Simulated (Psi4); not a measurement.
CH$_{10}$N$_{2}$Si$_{2}$, singlet, at a GFN2-xTB geometry, atoms displaced at random by about 0.03 Å a coordinate; PBE/STO-3G, gradient run with Psi4 1.11.

Here is a job for Psi4.
```
memory 2 GB

molecule {
0 1
Si    1.61903585   -0.46715812   -0.08773089
N     2.93166933    0.55863811    0.11127075
C     0.02136159    0.54832705    0.00200173
Si   -1.62678891   -0.39056695    0.06020435
N    -3.03507782    0.50122119    0.24139480
H     1.78406896   -1.44248739    0.98871377
H     1.54512677   -1.21570484   -1.36028611
H     3.86848336    0.27204357    0.04974532
H     2.93402642    1.50555493   -0.45667333
H     0.00846782    1.29345831   -0.78365427
H     0.06240508    1.13103938    0.87174492
H    -1.56468740   -1.36132844    1.14473397
H    -1.75254230   -1.06047559   -1.31133197
H    -3.32025179    1.15450950   -0.53071234
H    -3.14173832    0.91569715    1.15862865
symmetry c1
no_reorient
no_com
}

set {
  basis sto-3g
}

gradient('pbe')
print_variables()
```

**Question.** Write the output that Psi4 gives for this input, abridged.

**Answer.** 
```
gradient() will perform analytic gradient computation.

   => Loading Basis Set <=

    Name: STO-3G
    Role: ORBITAL
    Keyword: BASIS

         ---------------------------------------------------------
                                   SCF
               by Justin Turney, Rob Parrish, Andy Simmonett
                          and Daniel G. A. Smith
                              RKS Reference
         ---------------------------------------------------------

  ==> Geometry <==

    Molecular point group: c1
    Full point group: C1

    Geometry (in Angstrom), charge = 0, multiplicity = 1:

       Center              X                  Y                   Z               Mass
    ------------   -----------------  -----------------  -----------------  -----------------
         SI           1.619035850000    -0.467158120000    -0.087730890000    27.976926534650
         N            2.931669330000     0.558638110000     0.111270750000    14.003074004430
         C            0.021361590000     0.548327050000     0.002001730000    12.000000000000
         SI          -1.626788910000    -0.390566950000     0.060204350000    27.976926534650
         N           -3.035077820000     0.501221190000     0.241394800000    14.003074004430
         H            1.784068960000    -1.442487390000     0.988713770000     1.007825032230
         H            1.545126770000    -1.215704840000    -1.360286110000     1.007825032230
         H            3.868483360000     0.272043570000     0.049745320000     1.007825032230
         H            2.934026420000     1.505554930000    -0.456673330000     1.007825032230
         H            0.008467820000     1.293458310000    -0.783654270000     1.007825032230
         H            0.062405080000     1.131039380000     0.871744920000     1.007825032230
         H           -1.564687400000    -1.361328440000     1.144733970000     1.007825032230
         H           -1.752542300000    -1.060475590000    -1.311331970000     1.007825032230
         H           -3.320251790000     1.154509500000    -0.530712340000     1.007825032230
         H           -3.141738320000     0.915697150000     1.158628650000     1.007825032230

  Running in c1 symmetry.

  Rotational constants: A =      0.36749  B =      0.03642  C =      0.03444 [cm^-1]
  Rotational constants: A =  11016.96848  B =   1091.75974  C =   1032.40986 [MHz]
  Nuclear repulsion =  291.621220726518288

  Charge       = 0
  Multiplicity = 1
  Electrons    = 58
  Nalpha       = 29
  Nbeta        = 29

  ==> Algorithm <==

  SCF Algorithm Type is DF.
  DIIS enabled.
  MOM disabled.
  Fractional occupation disabled.
  Guess Type is SAD.
  Energy threshold   = 1.00e-08
  Density threshold  = 1.00e-08
  Integral threshold = 1.00e-12

  ==> Primary Basis <==

  Basis Set: STO-3G
    Blend: STO-3G
    Number of shells: 29
    Number of basis functions: 43
    Number of Cartesian functions: 43
    Spherical Harmonics?: true
    Max angular momentum: 1

  ==> DFT Potential <==

   => LibXC <=

    Version 7.1.2
    S. Lehtola, C. Steigemann, M. J. T. Oliveira, and M. A. L. Marques,  SoftwareX 7, 1–5 (2018) (10.1016/j.softx.2017.11.002)

   => Composite Functional: PBE <=

    PBE GGA Exchange-Correlation Functional

    J.P. Perdew et. al., Phys. Rev. Lett., 77(18), 3865-3868, 1996

    Deriv               =              1
    GGA                 =           TRUE
    Meta                =          FALSE

    Exchange Hybrid     =          FALSE
    MP2 Hybrid          =          FALSE

   => Exchange Functionals <=

    1.0000     XC_GGA_X_PBE

   => Correlation Functionals <=

    1.0000     XC_GGA_C_PBE

   => LibXC Density Thresholds  <==

    XC_GGA_C_PBE:  1.00E-12
    XC_GGA_X_PBE:  1.00E-15

   => Molecular Quadrature <=

    Radial Scheme          =       TREUTLER
    Pruning Scheme         =           NONE
    Nuclear Scheme         =       TREUTLER

    Blocking Scheme        =         OCTREE
    BS radius alpha        =              1
    Pruning alpha          =              1
    Radial Points          =             75
    Spherical Points       =            302
    Total Points           =         317965
    Total Blocks           =           2361
    Max Points             =            256
    Max Functions          =             40
    Weights Tolerance      =       1.00E-15

   => Loading Basis Set <=

    Name: (STO-3G AUX)
    Role: JKFIT
    Keyword: DF_BASIS_SCF

  ==> Integral Setup <==

  SCF_SUBTYPE=INCORE selected. In-core MEM_DF algorithm will be used.
  Using in-core AOs.

  ==> MemDFJK: Density-Fitted J/K Matrices <==

    J tasked:                   Yes
    K tasked:                    No
    wK tasked:                   No
    Algorithm:                 Core
    Schwarz Cutoff:           1E-12
    Mask sparsity (%):       5.5165
    Fitting Condition:        1E-10

   => Auxiliary Basis Set <=

  Basis Set: (STO-3G AUX)
    Blend: DEF2-UNIVERSAL-JKFIT
    Number of shells: 211
    Number of basis functions: 665
    Number of Cartesian functions: 785
    Spherical Harmonics?: true
    Max angular momentum: 4

  Minimum eigenvalue in the overlap matrix is 2.3109560052E-01.
  Reciprocal condition number of the overlap matrix is 9.9120942008E-02.
    Using symmetric orthogonalization.

  ==> Pre-Iterations <==

  SCF Guess: Superposition of Atomic Densities via on-the-fly atomic UHF (no occupation information).

   -------------------------
    Irrep   Nso     Nmo
   -------------------------
     A         43      43
   -------------------------
    Total      43      43
   -------------------------

  ==> Iterations <==

                           Total Energy        Delta E     RMS |[F,P]|

   @DF-RKS iter SAD:  -720.92632589736900   -7.20926e+02   0.00000e+00
   @DF-RKS iter   1:  -723.32955353559339   -2.40323e+00   9.59605e-03 DIIS/ADIIS
   @DF-RKS iter   2:  -723.28625383559370    4.32997e-02   1.15969e-02 DIIS/ADIIS
[...]
  @DF-RKS Final Energy:  -723.44461341153169
    Total Energy =                       -723.4446134115316909
[...]
 Dipole Y            :          0.8553853           -0.2019494            0.6534359
 Dipole Z            :         -3.7351822            3.5266188           -0.2085634
 Magnitude           :                                                    0.7218306

 ------------------------------------------------------------------------------------

         ------------------------------------------------------------
                                   SCF GRAD
                          Rob Parrish, Justin Turney,
                       Andy Simmonett, and Alex Sokolov
         ------------------------------------------------------------

  ==> Geometry <==

    Molecular point group: c1
    Full point group: C1

    Geometry (in Angstrom), charge = 0, multiplicity = 1:

       Center              X                  Y                   Z               Mass
    ------------   -----------------  -----------------  -----------------  -----------------
         SI           1.619035850000    -0.467158120000    -0.087730890000    27.976926534650
         N            2.931669330000     0.558638110000     0.111270750000    14.003074004430
         C            0.021361590000     0.548327050000     0.002001730000    12.000000000000
         SI          -1.626788910000    -0.390566950000     0.060204350000    27.976926534650
         N           -3.035077820000     0.501221190000     0.241394800000    14.003074004430
         H            1.784068960000    -1.442487390000     0.988713770000     1.007825032230
         H            1.545126770000    -1.215704840000    -1.360286110000     1.007825032230
         H            3.868483360000     0.272043570000     0.049745320000     1.007825032230
         H            2.934026420000     1.505554930000    -0.456673330000     1.007825032230
         H            0.008467820000     1.293458310000    -0.783654270000     1.007825032230
         H            0.062405080000     1.131039380000     0.871744920000     1.007825032230
         H           -1.564687400000    -1.361328440000     1.144733970000     1.007825032230
         H           -1.752542300000    -1.060475590000    -1.311331970000     1.007825032230
         H           -3.320251790000     1.154509500000    -0.530712340000     1.007825032230
         H           -3.141738320000     0.915697150000     1.158628650000     1.007825032230

  Nuclear repulsion =  291.621220726518288

  ==> Basis Set <==

  Basis Set: STO-3G
    Blend: STO-3G
    Number of shells: 29
    Number of basis functions: 43
    Number of Cartesian functions: 43
    Spherical Harmonics?: true
    Max angular momentum: 1

  ==> DFJKGrad: Density-Fitted SCF Gradients <==

    Gradient:                    1
    J tasked:                  Yes
    K tasked:                   No
    wK tasked:                  No
    Integrals threads:           1
    Schwarz Cutoff:          1E-12
    Fitting Condition:       1E-10

   => Auxiliary Basis Set <=

  Basis Set: (STO-3G AUX)
    Blend: DEF2-UNIVERSAL-JKFIT
    Number of shells: 211
    Number of basis functions: 665
    Number of Cartesian functions: 785
    Spherical Harmonics?: true
    Max angular momentum: 4

  ==> DFT Potential <==

   => LibXC <=

    Version 7.1.2
    S. Lehtola, C. Steigemann, M. J. T. Oliveira, and M. A. L. Marques,  SoftwareX 7, 1–5 (2018) (10.1016/j.softx.2017.11.002)

   => Composite Functional: PBE <=

    PBE GGA Exchange-Correlation Functional

    J.P. Perdew et. al., Phys. Rev. Lett., 77(18), 3865-3868, 1996

    Deriv               =              1
    GGA                 =           TRUE
    Meta                =          FALSE

    Exchange Hybrid     =          FALSE
    MP2 Hybrid          =          FALSE

   => Exchange Functionals <=

    1.0000     XC_GGA_X_PBE

   => Correlation Functionals <=

    1.0000     XC_GGA_C_PBE

   => LibXC Density Thresholds  <==

    XC_GGA_C_PBE:  1.00E-12
    XC_GGA_X_PBE:  1.00E-15

   => Molecular Quadrature <=

    Radial Scheme          =       TREUTLER
    Pruning Scheme         =           NONE
    Nuclear Scheme         =       TREUTLER

    Blocking Scheme        =         OCTREE
    BS radius alpha        =              1
    Pruning alpha          =              1
    Radial Points          =             75
    Spherical Points       =            302
    Total Points           =         317965
    Total Blocks           =           2361
    Max Points             =            256
    Max Functions          =             40
    Weights Tolerance      =       1.00E-15

  -Total Gradient:
     Atom            X                  Y                   Z
    ------   -----------------  -----------------  -----------------
       1        0.039339316258     0.030569429190     0.009578532411
       2        0.022756953182    -0.104482055185     0.020063290391
       3       -0.000944020150     0.027643192300     0.013120828104
       4       -0.040980423033     0.042298763959     0.049676422518
       5        0.029459495212    -0.008269438668     0.021837374517
       6        0.005415857025     0.001899732168     0.002101956573
       7       -0.002708594769    -0.000366899601    -0.003073508047
       8       -0.063773528692     0.032746609262    -0.000338836316
       9        0.007515511468     0.037635305071    -0.022683638945
      10        0.000189829287    -0.004852545384     0.018289417654
      11       -0.004649723585    -0.025009867015    -0.044304074017
      12        0.000447205389    -0.000143142549    -0.000649570989
      13       -0.002273759935    -0.009033626085    -0.028129771190
      14       -0.001657412319     0.000958784611    -0.010925193964
      15        0.011774443900    -0.021772494061    -0.024549394164

  Variable Map:
  ----------------------------------------------------------------------------
[...]
  Array Variable Map:
  ----------------------------------------------------------------------------
[...]
[...]
```
